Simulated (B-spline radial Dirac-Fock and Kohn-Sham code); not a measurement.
# X-ray form factors of tellurium in several charge states

These are calculated numbers from a radial finite-basis atomic code; the model is relativistic Hartree-Fock (Dirac-Fock) wave functions, averaged over the configuration.

Configurations: Te²⁸⁺ [Ar] 3d6; Te³⁰⁺ [Ar] 3d4; Te³²⁺ [Ar] 3d2; Te³³⁺ [Ar] 3d1; Te³⁴⁺ [Ne] 3s2 3p6. The first column is f₀ of Te²⁸⁺, the others are differences from it.

```tsv
s (Å⁻¹)	Te²⁸⁺	Δ Te³⁰⁺	Δ Te³²⁺	Δ Te³³⁺	Δ Te³⁴⁺
0	24.000	-2.000	-4.000	-5.000	-6.000
0.05	23.973	-1.996	-3.992	-4.991	-5.989
0.1	23.891	-1.984	-3.969	-4.962	-5.956
0.15	23.756	-1.964	-3.931	-4.915	-5.901
0.2	23.569	-1.936	-3.878	-4.851	-5.825
0.25	23.331	-1.901	-3.811	-4.769	-5.728
0.3	23.045	-1.859	-3.731	-4.671	-5.613
0.35	22.714	-1.811	-3.638	-4.557	-5.480
0.4	22.340	-1.757	-3.534	-4.430	-5.330
0.45	21.927	-1.698	-3.420	-4.290	-5.165
0.5	21.479	-1.634	-3.297	-4.139	-4.987
0.6	20.491	-1.495	-3.029	-3.810	-4.599
0.7	19.410	-1.346	-2.740	-3.455	-4.179
0.8	18.268	-1.193	-2.442	-3.086	-3.743
0.9	17.096	-1.040	-2.143	-2.716	-3.304
1	15.925	-0.892	-1.851	-2.355	-2.874
1.1	14.779	-0.752	-1.575	-2.011	-2.463
1.2	13.681	-0.624	-1.318	-1.690	-2.080
1.4	11.686	-0.406	-0.876	-1.136	-1.412
1.6	10.017	-0.241	-0.537	-0.706	-0.890
```
